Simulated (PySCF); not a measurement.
A structure optimised at PBE-D3(BJ)/def2-TZVP, used in a PySCF frequency run:

```
N
H 1 1.0151
C 1 1.3186 2 120.52
H 1 1.0257 2 116.85 3 180.00
S 3 1.5999 1 136.73 2 180.00
```
Charge 0, spin multiplicity 2.

### Question
Write its SMILES, formula and point group.

### Answer
N[C]=S, CH2NS, Cs

### Question
What are its rotational constants (standard atomic weights)?

### Answer
122.68, 5.8510, 5.5846 GHz
